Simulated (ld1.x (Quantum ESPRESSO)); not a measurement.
## Before and after: TM potential for tin (Sn)

ld1.x (Quantum ESPRESSO) 7.5 input, shortened:

```
&input
   title='Sn', zed=50., rel=1, dft='PBESOL', iswitch=3,
   config='[Kr] 4d10 5s2 5p0.5'
 /
 &inputp
   pseudotype=2, tm=.true., lloc=0,
   nlcc=.true., rcore=1.45
 /
3
5P  2  1   0.50   0.00  2.00  2.00  0.0
4D  3  2  10.00   0.00  1.75  1.75  0.0
5S  1  0   2.00   0.00  1.85  1.85  0.0
 &test
   configts(1)='4d10 5s2 5p0.5'
 /
```

All-electron outer shells of the reference configuration (PBEsol, scalar-relativistic, ld1.x):

```csv
shell,level (eV),outermost node (bohr),outermost maximum (bohr)
4p,-102.16,0.41,0.79
4d,-38.34,0.39,0.88
5s,-21.92,0.98,1.97
5p,-13.94,1.08,2.37
```

Change: all radii but the core radius scaled by about 1.05 (s 1.94, p 2.10, d 1.84 bohr).

Cutoffs: the cutoffs (Ry, on a coarse ladder) from which the occupation-weighted sum of valence levels, in a spherical-Bessel basis at the reference potential, stays within 10 and 1 mRy of its value at 400 Ry; they do not see the model core or the augmentation charge, which bear on the density cutoff. Errors are all-electron minus pseudo energies relative to the spin-unpolarised reference configuration.

How do hardness, ghosts and transferability respond?

The potential gets neither clearly harder nor softer (80 Ry and 120 Ry → 70 Ry and 120 Ry); the d channel sets the loose cutoff, while the largest relative change is in s, which becomes softer; of the 7 tests that both files solve, the error grows in 1 and shrinks in 0 by more than 15 % and 0.3 meV (median size 2.1 → 2.4 meV); neither file shows a bound ghost.

| quantity | base | changed |
| --- | --- | --- |
| cutoff, loose | 80 Ry | 70 Ry |
| cutoff, tight | 120 Ry | 120 Ry |
| loose cutoff by channel (10 mRy a level) | p 8 Ry, d 60 Ry, s 15 Ry | p 8 Ry, d 60 Ry, s 12 Ry |
| bound ghosts | none | none |
| error for 4d10 5s2 5p2, meV [ΔE -12.94 eV] | +4.9 | +4.6 |
| error for 4d10 5s2 5p1, meV [ΔE -6.05 eV] | +1.6 | +1.5 |
| error for 4d10 5s2 5p0, meV [ΔE 7.92 eV] | -2.1 | -2.2 |
| error for 4d10 5s1 5p3, meV [ΔE -5.94 eV] | +0.4 | -0.5 |
| error for 4d9 5s2 5p2, meV [ΔE 19.71 eV] | -329 | -327 |
| error for 4d10 5s1 5p2, meV [ΔE 1.64 eV] | -1.8 | -2.4 |
| error for 4d10 5s1 5p0, meV [ΔE 38.94 eV] | -17 | -17 |
